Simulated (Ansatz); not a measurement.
Gas-phase electronic energies from Ansatz, PBE0-D4/def2-TZVP geometries. CCSD(T)/CBS adds triple-zeta CCSD(T) − MP2 to the extrapolated MP2 energy (def2 sets, frozen cores). This one scheme is used for every species. Functionals use def2-TZVPP. Each species was taken in one conformer, which may not be the lowest.

`N[Si](N)(F)F` + HCl → `N[Si](F)(F)Cl` + NH₃  (ligand exchange at the Si–N bond)

```tsv
level	ΔE (kcal/mol)
r2SCAN0	-5.3
HF/CBS(def2)	-4.1
```

Problem. What does CCSD(T)/CBS give? (Estimate.)

Solution. Ansatz gave: -4.8 kcal/mol. The listed levels differ from it by -0.5, 0.7 kcal/mol.

Largest T1 diagnostic among the species: 0.010.

Leaving LDA and LC-ωPBE aside and taking each functional with its dispersion term where it has one, the values, not all of them listed here, spread over 2.6 kcal/mol, from B97M-V to CAM-B3LYP-D4. LDA lies +2.3 kcal/mol from PBE without D4. At CCSD(T), def2-SVP lies +1.1 kcal/mol from the extrapolated value and def2-TZVPP +0.6 kcal/mol. From BLYP to BHLYP (50 % exact exchange), in def2-TZVPP and without D4, ΔE moves by +1.2 kcal/mol.
